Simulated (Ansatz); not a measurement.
**Cost against result**

Saddle point of SiN₂H₉F, singlet (SiH₃F ([F][SiH3]) + NH₃ + NH₃ → SiNH₅ ([NH2][SiH3]) + NH₃ + HF; bonds formed: F2–H8, H6–N9; dative contacts that become bonds: Si1–N7; bonds broken: Si1–F2, H6–N7, H8–N9), PBE0-D4/def2-TZVP structure:

```
13
angstrom
Si -0.9036 -1.1081 0.2058
F 0.9141 -1.2402 -0.3479
H -1.1717 -0.8008 -1.2391
H -0.7361 -2.5120 0.6674
H -2.3445 -0.8971 0.6805
H 0.4042 1.1416 -0.0447
N -0.2820 0.3084 1.1612
H 1.1847 0.0814 -0.9576
N 1.0193 1.1487 -0.9640
H -0.9835 0.6862 1.7834
H 0.5361 0.0652 1.7086
H 1.8709 1.6877 -0.8748
H 0.4923 1.4390 -1.7788
```

Barriers are electronic and count from the start structure reached by relaxing down the imaginary mode.

Computed with Ansatz 0.2.0 (basis: as named in each row); correlated methods freeze the cores. B3LYP uses VWN-RPA correlation. Extrapolation: Hartree–Fock as exp(−7.88 √X), correlation as X^−2.97.

Times are rough, for one single point on 8 threads of a shared host (Intel Xeon Platinum 8488C).

The estimate by CCSD(T) at an estimated basis limit (MP2 extrapolated from triple and quadruple zeta, plus CCSD(T) − MP2 in triple zeta) is 0.627 eV.

```
      method       basis  time (s)  barrier (eV)  method less estimate
          HF      STO-3G   under 1         0.877                 0.250
      PBE-D4      STO-3G   under 1        -0.513                -1.140
       SPW92    def2-SVP   under 1         0.071                -0.556
    B3LYP-D4       6-31G   under 1         0.132                -0.495
      PBE-D4    def2-SVP   under 1         0.317                -0.310
     PBE0-D4    def2-SVP   under 1         0.407                -0.220
       SPW92  def2-TZVPP   under 1         0.202                -0.425
     BLYP-D4  def2-TZVPP   under 1         0.525                -0.102
      PBE-D4  def2-TZVPP   under 1         0.447                -0.180
    B3LYP-D4  def2-TZVPP         1         0.585                -0.042
    BHLYP-D4  def2-TZVPP         1         0.686                 0.059
   r2SCAN-D4  def2-TZVPP         1         0.507                -0.121
     PBE0-D4  def2-TZVPP         1         0.533                -0.095
     wB97M-V    def2-SVP         1         0.476                -0.152
CAM-B3LYP-D4  def2-TZVPP         1         0.577                -0.051
  r2SCAN0-D4  def2-TZVPP         1         0.569                -0.059
     CCSD(T)    def2-SVP         2         0.565                -0.063
  RPA on PBE  def2-TZVPP         2         0.648                 0.021
      B97M-V  def2-TZVPP         2         0.668                 0.041
    PBE-QIDH  def2-TZVPP         2         0.583                -0.045
     wB97X-V  def2-TZVPP         2         0.608                -0.019
     wB97M-V  def2-TZVPP         3         0.605                -0.022
      B2PLYP  def2-TZVPP         3         0.612                -0.016
         MP2  def2-QZVPP         9         0.584                -0.043
     CCSD(T)  def2-TZVPP        45         0.632                 0.004
```

All methods are single points on the PBE0-D4 structures; a negative value means that the method puts the saddle structure below the start.

No T1 diagnostic of these runs exceeds 0.011.

The step is the kind of exchange with an N–H group that builds nitride films in atomic layer and chemical vapour deposition.

Labels in which every atom is bracketed show which atoms are joined, not bond orders.
